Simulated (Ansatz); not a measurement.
Program: Ansatz. Geometries: PBE0-D4/def2-TZVP. ΔE: electronic, gas phase. CCSD(T)/CBS is the MP2 limit (def2-TZVPP, def2-QZVPP) plus CCSD(T) − MP2 in def2-TZVPP, frozen cores. DFT in def2-TZVPP. B3LYP here is the variant with VWN-RPA as its local correlation; programs differ in this. For Ge outer-core shells are correlated without core-valence functions, which leaves a few kJ/mol of doubt a bond. Scalar relativity is left out up to krypton. One conformer a species, not always the lowest.

Consider the ligand exchange at the Si–O bond: `[SiH3][O][Ge][Cl]` + `OC(F)F` → `FC(F)O[SiH3]` + `[OH][Ge][Cl]`.

```json
{"level": "B3LYP-D4", "ΔE (kJ/mol)": "17.0"}
{"level": "r2SCANh-D4", "ΔE (kJ/mol)": "14.9"}
{"level": "HF/def2-SVP", "ΔE (kJ/mol)": "24.5"}
{"level": "CCSD(T)/def2-TZVPP", "ΔE (kJ/mol)": "17.3"}
```

Q: What does CCSD(T)/CBS give? (An estimate is asked.)

A: Ansatz gave: +16.6 kJ/mol. The listed levels differ from it by 0.4, -1.7, 7.9, 0.7 kJ/mol.

Q: What do rigid-rotor, harmonic-oscillator terms from PBE0-D4/def2-TZVP frequencies (298.15 K, 1 bar) make of the CCSD(T)/CBS value? (An estimate is asked.)

A: Computed: ΔZPE = -1.1 kJ/mol, ΔH = +15.1 kJ/mol, ΔS = 0 J/(mol·K), ΔG = +14.9 kJ/mol.

Largest T1 diagnostic among the species: 0.014.

At CCSD(T), def2-SVP lies +5.5 kJ/mol from the extrapolated value and def2-TZVPP +0.7 kJ/mol. Leaving LDA and LC-ωPBE aside and taking each functional with its dispersion term where it has one, the values, not all of them listed here, spread over 6.3 kJ/mol, from r2SCAN-D4 to BHLYP-D4. The D4 term adds +3.8 kJ/mol with B3LYP and +2.1 kJ/mol with PBE0; it sums over pairs of atoms, weighted by their polarisabilities, and B3LYP, whose exchange is more repulsive, gets the larger term.
